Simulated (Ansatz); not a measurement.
Input and output for CH8NOScSi (`[CH3][Sc]([NH2])[O][SiH3]`).

```yaml
crystal:
  periodic: [false, false, false]
  atoms:
    - {symbol: C, position_ang: [-2.039087, 0.286186, 1.326041]}
    - {symbol: Sc, position_ang: [0.056994, 0.234773, 0.668752]}
    - {symbol: N, position_ang: [1.462512, 0.756749, 1.957533]}
    - {symbol: O, position_ang: [0.489037, -0.318591, -1.094339]}
    - {symbol: Si, position_ang: [0.815706, -0.797960, -2.613367]}
    - {symbol: H, position_ang: [-2.167526, 0.830790, 2.270588]}
    - {symbol: H, position_ang: [-2.437797, -0.724594, 1.490259]}
    - {symbol: H, position_ang: [-2.702448, 0.757873, 0.589657]}
    - {symbol: H, position_ang: [1.291544, 1.058711, 2.909967]}
    - {symbol: H, position_ang: [2.463888, 0.777496, 1.811689]}
    - {symbol: H, position_ang: [0.636946, -2.270824, -2.748226]}
    - {symbol: H, position_ang: [-0.090249, -0.125538, -3.586174]}
    - {symbol: H, position_ang: [2.220481, -0.465082, -2.982390]}
basis:
  gaussian: {orbitals: def2-TZVPD}
hamiltonian: {xc: {name: HF}}
correlation: {active_space: {window: {electrons: 2, orbitals: 1}}}
output: {forces: true}
```

```sh
$ ansatz run in.yaml --threads 2 --pin off --events-out ev --progress --plain --max-ram 32768MiB --backend cuda --devices 0, --max-vram 18GiB
```

Shortened log:

```
Functional definition: HF
2028 factors; integrals over basis functions are off by at most 1.2e-3 eV
mean field evaluation 1: about -33210.1002 eV, gradient 6.6e1 eV
mean field evaluation 2: about -33210.1422 eV, gradient 6.6e1 eV
mean field evaluation 4: about -33218.7425 eV, gradient 5.2e0 eV
mean field evaluation 8: about -33218.8571 eV, gradient 7.0e-1 eV
mean field evaluation 16: about -33218.8600 eV, gradient 1.7e-6 eV
mean field -33218.85995962 eV, -1220.7705869641 hartree, gradient 1.7e-6 eV, S^2 0.000000; 0 other end points of the search recorded, 0 dependent functions left out
reference -33218.85995962 eV, -1220.7705869641 hartree; 32, 32 occupied and 245, 245 virtual orbitals, 2028 factors
state -33218.85995962 eV, -1220.7705869641 hartree
Total energy: -33218.85995962 eV, -1220.7705869641 hartree
Atom 0 at    -2.039087     0.286186     1.326041 Å, force    -0.720866     0.020094     0.238437 eV/Å
Atom 1 at     0.056994     0.234773     0.668752 Å, force    -0.025777    -0.061059    -0.188042 eV/Å
Atom 2 at     1.462512     0.756749     1.957533 Å, force     0.927250     0.357237     0.887855 eV/Å
Atom 3 at     0.489037    -0.318591    -1.094339 Å, force     0.272714    -0.368369    -1.188452 eV/Å
Atom 4 at     0.815706    -0.797960    -2.613367 Å, force    -0.096512     0.152054     0.491110 eV/Å
Atom 5 at    -2.167526     0.830790     2.270588 Å, force    -0.032213    -0.122227    -0.197806 eV/Å
Atom 6 at    -2.437797    -0.724594     1.490259 Å, force     0.040594     0.217866    -0.016002 eV/Å
Atom 7 at    -2.702448     0.757873     0.589657 Å, force     0.097316    -0.095273     0.180696 eV/Å
Atom 8 at     1.291544     1.058711     2.909967 Å, force     0.170256    -0.172330    -0.560435 eV/Å
Atom 9 at     2.463888     0.777496     1.811689 Å, force    -0.584147     0.007577     0.144923 eV/Å
Atom 10 at     0.636946    -2.270824    -2.748226 Å, force     0.023339     0.204607     0.016299 eV/Å
Atom 11 at    -0.090249    -0.125538    -3.586174 Å, force     0.125397    -0.094268     0.137058 eV/Å
Atom 12 at     2.220481    -0.465082    -2.982390 Å, force    -0.197351    -0.045910     0.054359 eV/Å
Dipole moment:     0.184504     0.096785     0.229490 e Å
```

Hardware: 2 threads of an AMD EPYC 7R13 on a shared host and a share of an NVIDIA H100 80 GB. Wall time 3.7 s, peak host memory 1.4 GiB.
